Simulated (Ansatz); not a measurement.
`FB1CCC1` → `B/C(C)=C/F`  (isomerisation)

Gas-phase electronic energies from Ansatz, PBE0-D4/def2-TZVP geometries. CBS: MP2 limit from def2 TZ/QZ plus the TZ coupled-cluster correction, frozen cores. DFT in def2-TZVPP.

Task: Is it downhill or uphill in electronic energy at CCSD(T)/CBS, and by how much? (An estimate is asked.)

Result: Computed: Uphill: ΔE = +48.9 kcal/mol.

Task: What do these levels give: PBE0-D4, B2PLYP, MP2/def2-TZVPP, HF/def2-QZVPP, MP2/def2-QZVPP, MP2/CBS(def2)? (Best estimate.)

Result: Ansatz gave: PBE0-D4 50.4, B2PLYP 46.6, MP2/def2-TZVPP 51.1, HF/def2-QZVPP 44.3, MP2/def2-QZVPP 51.3, MP2/CBS(def2) 51.5 kcal/mol.

Largest T1 diagnostic among the species: 0.012.

From PBE to PBE0 (25 % exact exchange), in def2-TZVPP and without D4, ΔE moves by +3.1 kcal/mol. In def2-TZVPP, CCSD(T) changes the Hartree–Fock value by +4.1 kcal/mol (the triples alone add −0.7 kcal/mol) and MP2 by +6.8 kcal/mol.
